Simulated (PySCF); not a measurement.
Titanium: a sound run and one with changed settings

Sound run: Ti [Ar] 3d2 4s2, Ti⁺ [Ar] 3d2 4s1. Computed with PySCF 2.14 in x2c-SVPall, with the spin-free X2C one-electron Hamiltonian (Gaussian nucleus). The sound run starts from symmetry-adapted Hartree-Fock orbitals and uses a fine grid where one is needed.

A second run was set up differently.

```json
{"species": "Ti", "method": "UHF", "sound run (hartree)": "-852.60807", "changed run (hartree)": "-852.60807", "converged": "yes"}
{"species": "Ti", "method": "PBE", "sound run (hartree)": "-853.34228", "changed run (hartree)": "-853.35701", "converged": "yes"}
{"species": "Ti", "method": "PBE0", "sound run (hartree)": "-853.37620", "changed run (hartree)": "-853.38826", "converged": "yes"}
{"species": "Ti⁺", "method": "UHF", "sound run (hartree)": "-852.40336", "changed run (hartree)": "-852.40336", "converged": "yes"}
{"species": "Ti⁺", "method": "PBE", "sound run (hartree)": "-853.09361", "changed run (hartree)": "-853.10877", "converged": "yes"}
{"species": "Ti⁺", "method": "PBE0", "sound run (hartree)": "-853.13222", "changed run (hartree)": "-853.14453", "converged": "yes"}
```

Ionisation energy of Ti:

```csv
method,sound run (eV),changed run (eV)
UHF,5.570,5.570
PBE,6.767,6.755
PBE0,6.639,6.632
```

(1) What was changed?
A. all electrons correlated in a valence basis
B. level shift left on
C. minimal basis
D. angular grid far too coarse

Answers

(1) D. It used 26 angular points. A coarse angular grid integrates products of high-l functions wrongly, so density functionals can shift, and the SCF can exploit the error; Hartree-Fock and MP2 need no grid.
